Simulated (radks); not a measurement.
Results of a calculation; reference values are marked as such.
Question: Radial electron density D(r) = 4 pi r^2 rho(r) of an atom or ion with 55 electrons. Code: a radial shooting solver on a logarithmic mesh with Libxc functionals. Model: Dirac Kohn-Sham, PBE, spin-unpolarised, spherical densities, point nucleus.

r (bohr),D(r) (e/bohr)
0.0018,6.111
0.002538,10.58
0.003581,17.71
0.005011,28.00
0.007068,41.95
0.00997,57.45
0.01395,69.47
0.01968,72.78
0.02776,66.91
0.03884,64.16
0.05479,77.65
0.07729,93.05
0.1082,82.04
0.1526,67.18
0.2152,78.55
0.3011,63.17
0.4248,29.23
0.5992,30.78
0.8384,24.29
1.183,9.908
1.668,6.223
2.334,3.412
3.293,0.7989
4.645,0.06868
6.5,0.006279
9.169,0.05215
12.93,0.1027
18.1,0.04753
25.53,0.003625

What is the nuclear charge?

Answer: Z = 55. The innermost maximum, from 1s, lies near gamma/Z bohr with gamma = sqrt(1 - (Z/c)^2) = 0.916, here 0.0167 bohr (found: 0.0183), and its height grows with Z. The density is that of neutral caesium in [Xe] 6d1; the configuration itself is not fixed sharply by these data, and Z only to a few units. D(r) has 5 maxima, at r = 0.0183, 0.0804, 0.229, 0.649, 13.1 bohr, and minima at 0.0356, 0.151, 0.475, 6.20 bohr, inside which lie 2.02, 11.18, 28.93, 54.04 electrons.
